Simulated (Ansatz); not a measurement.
`[OH][GeH]([F])[SiH2]Cl` + `[SiH3]S` → `[OH][GeH]([F])[S][SiH3]` + `[SiH3]Cl`  (cleavage of the Ge–Si bond)

Gas-phase electronic energies from Ansatz, PBE0-D4/def2-TZVP geometries. CCSD(T)/CBS adds triple-zeta CCSD(T) − MP2 to the extrapolated MP2 energy (def2 sets, frozen cores). This one scheme is used for every species. DFT in def2-TZVPP. B3LYP here is the variant with VWN-RPA as its local correlation; programs differ in this. For Ge outer-core shells are correlated without core-valence functions, which leaves a few kJ/mol of doubt a bond. Scalar relativity is left out up to krypton. One conformer a species, not always the lowest.

```tsv
level	ΔE (kcal/mol)	difference from CCSD(T)/CBS
PBE-D4	-10.1	3.1
r2SCAN-D4	-12.5	0.7
PBE0-D4	-11.6	1.6
B3LYP-D4	-11.9	1.3
ωB97X-V	-12.8	0.4
ωB97M-V	-13.3	-0.1
B2PLYP	-12.8	0.4
PBE	-9.6	3.6
r2SCAN	-12.4	0.8
PBE0	-11.2	2.0
B3LYP	-11.1	2.1
HF/def2-TZVPP	-15.2	-2.0
MP2/def2-TZVPP	-15.3	-2.1
SCS-MP2/def2-TZVPP	-14.9	-1.7
CCSD/def2-TZVPP	-13.4	-0.2
CCSD(T)/def2-TZVPP	-13.5	-0.3
HF/def2-QZVPP	-15.1	-1.9
MP2/def2-QZVPP	-15.1	-1.9
SCS-MP2/def2-QZVPP	-14.7	-1.5
HF/CBS(def2)	-15.1	-1.9
MP2/CBS(def2)	-15.0	-1.8
CCSD/CBS(def2)	-13.0	0.2
CCSD(T)/CBS	-13.2	0
```

Largest T1 diagnostic among the species: 0.012.

From PBE to PBE0 (25 % exact exchange), in def2-TZVPP and without D4, ΔE moves by −1.6 kcal/mol. The D4 term adds −0.8 kcal/mol with B3LYP and −0.4 kcal/mol with PBE0; it sums over pairs of atoms, weighted by their polarisabilities, and B3LYP, whose exchange is more repulsive, gets the larger term.
